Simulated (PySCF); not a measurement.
C₂H₃N₃, triplet, at a GFN2-xTB geometry (a higher spin typed on purpose: for a closed-shell molecule this is an excited state). Base run: PBE/6-31G** in PySCF.

PySCF was given this input:
```python
from pyscf import gto, scf, dft

mol = gto.M(
    atom='''
C     1.171013    0.004751   -0.092470
N     0.446365    1.083380   -0.115987
C    -0.856665    0.747767    0.092638
N    -0.942221   -0.666660    0.207449
N     0.377843   -1.083067    0.014059
H     2.229201   -0.057500   -0.215749
H    -1.680901    1.382009   -0.145967
H    -1.608295   -1.175186   -0.377944
''',
    basis='6-31g**',
    charge=0,
    spin=2,
    verbose=4,
)

mf = dft.UKS(mol)
mf.xc = 'pbe'
mf.kernel()
mf.analyze()
```

Each row names what was changed in the base input (with any setting that the change needs).

```
change                                     E (Eh)  HOMO (eV)  dipole (D)  <S^2>  core-seconds (rough)
-------------------------------------  ----------  ---------  ----------  -----  --------------------
base                                   -241.81151      -2.48        1.46  2.006                    20
functional = camb3lyp                  -241.97477      -5.15        1.51  2.008                    60
functional = b97m_v                    -242.06900      -2.75        1.46  2.009                   200
functional = hf                        -240.68381      -7.23        1.53  2.158                     4
functional = m06l                      -242.06266      -2.73        1.53  2.009                    20
functional = b3lyp; dispersion = d3bj  -242.09832      -3.58        1.50  2.007                    20
functional = m06                       -241.92736      -3.75        1.52  2.008                    30
functional = m062x                     -241.98175      -4.90        1.54  2.007                    30
functional = bhandhlyp                 -241.95148      -5.03        1.48  2.013                    20
functional = lda,vwn                   -240.06100      -2.41        1.46  2.004                     9
functional = pbe; dispersion = d3bj    -241.81734      -2.48        1.46  2.006                    10
functional = b97-1                     -242.02089      -3.51        1.51  2.007                    20
functional = b3lyp                     -242.08834      -3.58        1.50  2.007                    10
```

Total energies compare only within one method and basis.

Open shells are given as the SCF converged; they aren't shown to be the lowest states, and a large step between rows can be another state.
